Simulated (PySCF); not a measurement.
Simulated absorption spectrum

Species: As(SMe)3, C3H9AsS3.
InChI=1S/C3H9AsS3/c1-5-4(6-2)7-3/h1-3H3

The calculation used TDDFT CAM-B3LYP/def2-SVPD, vertical, gas phase, core orbitals frozen in the response in PySCF. Geometry: PBE0-D3(BJ)/def2-SVP, one conformer, isolated molecule. Relativistic effects, spin–orbit coupling among them, are left out although an element past zinc is present.

Computed states:

```csv
state,E (eV),f
S1,4.48,0.017
S2,4.50,0.018
S3,4.74,0.0058
S4,5.12,0.022
S5,5.17,0.024
S6,5.22,0.0028
S7,5.33,0.013
S8,5.85,0.037
S9,5.91,0.032
```

Each state is given a Gaussian of 0.3 eV full width at half maximum, with ε(max) = 2.175×10⁸ f / Δν̃ (Δν̃ the width in cm⁻¹). The width is an assumption, not a result. The curve ends short of the highest state used, and states not computed would add to its high-energy end.

Q: Give the broadened spectrum and its maxima.

A: 
λ (nm), ε (L mol⁻¹ cm⁻¹) and a bar:
```
    233.6       3198 ####################
    235.3       3834 ########################
    237.1       4379 ############################
    238.8       4680 ##############################
    240.5       4708 ##############################
    242.2       4448 ############################
    244.0       3910 #########################
    245.7       3249 #####################
    247.4       2550 ################
    249.2       1875 ############
    250.9       1367 #########
    252.6       1009 ######
    254.3        797 #####
    256.1        707 ####
    257.8        719 #####
    259.5        805 #####
    261.3        962 ######
    263.0       1169 #######
    264.7       1432 #########
    266.4       1746 ###########
    268.2       2117 #############
    269.9       2473 ################
    271.6       2796 ##################
    273.4       3055 ###################
    275.1       3186 ####################
    276.8       3186 ####################
    278.5       3054 ###################
    280.3       2789 ##################
    282.0       2454 ################
    283.7       2074 #############
    285.5       1663 ###########
    287.2       1298 ########
    288.9        977 ######
    290.6        710 ####
    292.4        488 ###
    294.1        331 ##
    295.8        217 #
    297.6        135 #
    299.3         83 #
    301.0         50 
    302.7         29 
    304.5         16 
    306.2          9 
    307.9          5
```

Maxima: 276 nm (4.49 eV), ε about 3200, made up of S1 (47%) and S2 (50%); 240 nm (5.17 eV), ε about 4700, made up of S4 (38%), S5 (46%) and S7 (12%) (ε in L mol⁻¹ cm⁻¹; maxima over ε = 5, shares over 10%).

Q: What would ε be at 5.17 eV, the highest of these maxima, with half the width (0.15 eV)?

A: About 7640 L mol⁻¹ cm⁻¹ against 4730, a factor of about 1.6; a lone state at its own centre would give exactly 2.

Q: On this curve, what absorbance would a 10⁻⁵ mol/L sample give at 266 nm over a 1 cm path?

A: 266 nm is 4.661 eV, where ε is about 1700 L mol⁻¹ cm⁻¹, so A = ε c l ≈ 0.017 (Beer–Lambert, with the gas-phase spectrum and the assumed width).

Q: Coming from long wavelengths, where does ε first pass 100 L mol⁻¹ cm⁻¹?

A: At about 299 nm (4.15 eV), 0.32 eV below S1.

The vertical ionisation energy (ΔSCF) is 8.27 eV, 2.36 eV above S9.
